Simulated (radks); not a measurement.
The numbers below are computed, except where a source is named.
Problem. Isoelectronic series with 7 electrons, each ion in its NIST ground configuration. Level of theory: non-relativistic Kohn-Sham, r2SCAN, spin-polarised, spherical densities, point nucleus; open shells are filled with parallel spins first; meta-GGA in the generalised Kohn-Sham scheme (a radial shooting solver on a logarithmic mesh with Libxc functionals). Total energies (hartree) and mean radii <r> (bohr):

ion    configuration  E (hartree)   2p up  2s down   2s up  1s down
N       [He] 2s2 2p3    -54.58403   1.414    1.383   1.299   0.2286
O+      [He] 2s2 2p3    -74.55949   1.077    1.123   1.068   0.1986
F2+     [He] 2s2 2p3    -97.79862  0.8766   0.9442  0.9055   0.1756
Ne3+    [He] 2s2 2p3   -124.29559  0.7415   0.8145  0.7860   0.1573
Mg5+    [He] 2s2 2p3   -187.05304  0.5685   0.6393  0.6220   0.1301
Al6+    [He] 2s2 2p3   -223.31095  0.5096   0.5774  0.5634   0.1198
Si7+    [He] 2s2 2p3   -262.82069  0.4618   0.5264  0.5148   0.1110
P8+     [He] 2s2 2p3   -305.58183  0.4224   0.4838  0.4740   0.1033
S9+     [He] 2s2 2p3   -351.59405  0.3892   0.4475  0.4392  0.09669
Cl10+   [He] 2s2 2p3   -400.85713  0.3608   0.4163  0.4092  0.09085
Ar11+   [He] 2s2 2p3   -453.37091  0.3364   0.3892  0.3830  0.08567
K12+    [He] 2s2 2p3   -509.13526  0.3150   0.3655  0.3600  0.08105
Ca13+   [He] 2s2 2p3   -568.15007  0.2963   0.3444  0.3396  0.07690
Sc14+   [He] 2s2 2p3   -630.41529  0.2796   0.3257  0.3213  0.07316
V16+    [He] 2s2 2p3   -764.69667  0.2514   0.2937  0.2902  0.06667
Cr17+   [He] 2s2 2p3   -836.71275  0.2393   0.2800  0.2768  0.06383
Mn18+   [He] 2s2 2p3   -911.97904  0.2283   0.2675  0.2646  0.06123
Fe19+   [He] 2s2 2p3   -990.49552  0.2183   0.2561  0.2534  0.05883
Co20+   [He] 2s2 2p3  -1072.26216  0.2092   0.2456  0.2431  0.05661
Ni21+   [He] 2s2 2p3  -1157.27894  0.2008   0.2359  0.2336  0.05456
Cu22+   [He] 2s2 2p3  -1245.54585  0.1930   0.2270  0.2249  0.05264
Zn23+   [He] 2s2 2p3  -1337.06287  0.1858   0.2187  0.2168  0.05086

Estimate the row of Ti15+ ([He] 2s2 2p3).

Solution. E (hartree) -695.93084; 2p up 0.2647; 2s down 0.3089; 2s up 0.3050; 1s down 0.06976.
